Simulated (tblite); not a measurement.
Species: C7H16BNO.
Atom-mapped SMILES: `[CH3:1][C:2]#[N+:3][BH2-:4][O:5][C@H:6]([CH3:7])[CH2:8][CH2:9][CH3:10]` (hydrogens: H11, H12, H13 on C1; H14, H15 on B4; H16 on C6; H17, H18, H19 on C7; H20, H21 on C8; H22, H23 on C9; H24, H25, H26 on C10)
Bond orders are those of one Lewis drawing.

Computed with GFN2-xTB (tblite), gas phase: L-BFGS steps from a force-field or distance-geometry start until the largest atomic force falls under 0.01 eV/Å.

Geometry at step 42:
```
atom  x, y, z in Å
C1      3.8070   -1.6704    0.4766
C2      2.7936   -0.7655    0.0328
N3      1.9958   -0.0083   -0.2908
B4      1.2132    1.3900   -0.5059
O5      0.1366    1.4647    0.3996
C6     -1.1918    1.2595    0.0016
C7     -2.0141    2.4945    0.3918
C8     -1.8159    0.0278    0.6786
C9     -1.1233   -1.2899    0.3500
C10    -1.2166   -1.6941   -1.1173
H11     3.8218   -2.5667   -0.1392
H12     3.5996   -1.9443    1.5091
H13     4.7786   -1.1824    0.4250
H14     0.9691    1.3642   -1.6779
H15     2.1034    2.1290   -0.1865
H16    -1.2485    1.1412   -1.0906
H17    -1.7935    2.7676    1.4232
H18    -1.7626    3.3408   -0.2454
H19    -3.0789    2.2855    0.3008
H20    -1.7736    0.1831    1.7598
H21    -2.8648   -0.0278    0.3775
H22    -0.0749   -1.2014    0.6355
H23    -1.5757   -2.0736    0.9622
H24    -0.6056   -1.0417   -1.7335
H25    -2.2446   -1.6462   -1.4724
H26    -0.8555   -2.7128   -1.2513
```

Task: Give the atomic forces at this geometry.

Result: 
```
atom  Fx (eV/Å)  Fy (eV/Å)  Fz (eV/Å)
  C1     -0.016     -0.010      0.015
  C2      0.033      0.012      0.047
  N3     -0.096      0.118     -0.038
  B4      0.104      0.090     -0.034
  O5      0.024     -0.115     -0.005
  C6     -0.043      0.123     -0.010
  C7     -0.070      0.142      0.025
  C8      0.010      0.001     -0.021
  C9      0.035     -0.065      0.014
 C10      0.036      0.004     -0.020
 H11     -0.023     -0.052     -0.047
 H12      0.004     -0.044      0.065
 H13      0.034      0.041     -0.013
 H14     -0.046      0.010      0.033
 H15     -0.043     -0.087     -0.016
 H16     -0.005     -0.064     -0.015
 H17     -0.015     -0.052     -0.062
 H18      0.026     -0.049      0.039
 H19      0.039      0.058     -0.028
 H20     -0.020      0.000     -0.024
 H21      0.000     -0.021      0.024
 H22      0.052     -0.050      0.007
 H23     -0.006     -0.050      0.034
 H24     -0.012      0.059     -0.023
 H25      0.008      0.003      0.043
 H26     -0.010     -0.003      0.010
```

The largest, 0.16 eV/Å, acts on C7 (N3 within 3 % of it); the rms over all components is 0.048 eV/Å. The forces sum to zero within rounding, as they must for an isolated molecule in no field.

Task: Give the force on C7 in Eh/bohr and in nN.

Result: 0.160 eV/Å ÷ 51.422 = 0.00312 Eh/bohr, and 0.160 eV/Å × 1.602 = 0.26 nN.

Task: How far is this geometry from the end of the optimisation?

Result: 0.123 eV above it, and 0.901 Å rms away after alignment. The bonds farthest from their final lengths, with half the difference of the two atoms' forces along the bond (positive lengthens):

```tsv
bond	now (Å)	final (Å)	force along bond (eV/Å)
N3–B4	1.617	1.589	-0.06
B4–O5	1.409	1.428	+0.03
B4–H15	1.200	1.187	-0.11
C8–C9	1.524	1.529	+0.03
B4–H14	1.197	1.194	-0.02
C6–H16	1.100	1.103	+0.01
```

The angle farthest from its final value is N3–B4–O5, 109.3° against 103.5°.

Of the 3 listed bonds off by 0.010 Å or more, this force points towards the final length in 3.

The cost below is that of the whole relaxation. The run took 2.6 s on one thread of an Arm Neoverse V1, shared host with 32 logical CPUs at a one-minute load of 26.
